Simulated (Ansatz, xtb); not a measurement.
## Relative energy of two isomers of AlH7O4Si

Structure a is `O[SiH](O)[O][AlH2-][OH2+]`, a singlet and structure b is `[OH][Al-]([OH])([OH2+])[O][SiH3]`, a singlet. Both are isolated molecules in the gas phase, relaxed with PBE0-D4/def2-SVP; the shapes shown needn't be the lowest conformers.

a (Å):

```xyz
13

Al   -1.1099   -2.4473    0.0888
O    -2.5150   -0.2076   -2.0847
O    -1.4903   -1.7774   -4.0632
O    -0.5652   -1.8166   -1.4719
O    -2.6331   -1.2149    0.2696
Si   -1.0898   -0.9278   -2.7052
H    -3.1557    0.1259   -2.7213
H    -0.1786    0.1482   -3.1464
H    -1.7404   -2.6970   -3.9275
H    -1.7455   -3.9037   -0.0162
H    -0.2333   -1.9997    1.3462
H    -2.7669   -0.7371   -0.6070
H    -2.5251   -0.5452    0.9557
```

b (Å):

```xyz
13

Al   -0.0441    0.3135   -0.1539
O    -1.6740    0.4010    0.3455
O     1.1469    0.5951    1.0696
O     0.6294   -1.5379   -0.2178
O     0.3712    0.6561   -1.7937
Si    0.5728    1.5875   -3.1254
H    -2.4197    0.4397   -0.2531
H     1.0205    1.1818    1.8153
H     1.2990   -1.4080    0.4815
H     1.1072   -1.6309   -1.0550
H     1.4989    2.7353   -2.8653
H     1.1525    0.7681   -4.2366
H    -0.7317    2.1497   -3.6031
```

Estimate which is lower in electronic energy at CCSD(T)/def2-SVP + ΔMP2/def2-TZVPP, and by roughly how much.

The CCSD(T)/def2-SVP + ΔMP2/def2-TZVPP calculation puts structure b lower, by 18.6 kJ/mol.

The same difference at several levels:

```
                             level          geometry  E(b) − E(a) (kJ/mol)  departure from the last row (kJ/mol)  job, with rough time for the two
                  PBE0-D4/def2-SVP  PBE0-D4/def2-SVP                   −16.3                                  +2.2             optimisation, 2.2 min
                       HF/def2-SVP  PBE0-D4/def2-SVP                   −32.5                                 −13.9           part of the CCSD(T) run
                      MP2/def2-SVP  PBE0-D4/def2-SVP                   −27.0                                  −8.5           part of the CCSD(T) run
                  CCSD(T)/def2-SVP  PBE0-D4/def2-SVP                   −27.7                                  −9.1                      single point
CCSD(T)/def2-SVP + ΔMP2/def2-TZVPP  PBE0-D4/def2-SVP                   −18.6                                                      single point, 50 s
```

As drawn, b has 2 Al–O, 2 Si–H in place of 2 O–Si, 2 Al–H.

The levels shown agree on the order. The largest departure from CCSD(T)/def2-SVP + ΔMP2/def2-TZVPP is that of HF/def2-SVP, 13.9 kJ/mol. Levels run at GFN2-xTB geometries aren't shown. The last row adds to CCSD(T) the change of the MP2 difference between the two basis sets, here +9.1 kJ/mol.

With thermal terms from frequencies at re-optimised GFN2-xTB minima (ideal gas, soft modes damped towards free rotors, one conformer each, 298.15 K, 1 atm): the zero-point term adds −2.2 kJ/mol; ΔH is −15.7 and ΔG −29.1 kJ/mol.

The correlated steps freeze 14 core orbitals. Run with Ansatz 0.2.0, xtb 6.7.1; the last row on 2 threads of Intel(R) Xeon(R) Platinum 8488C (Sapphire Rapids) on a shared host.
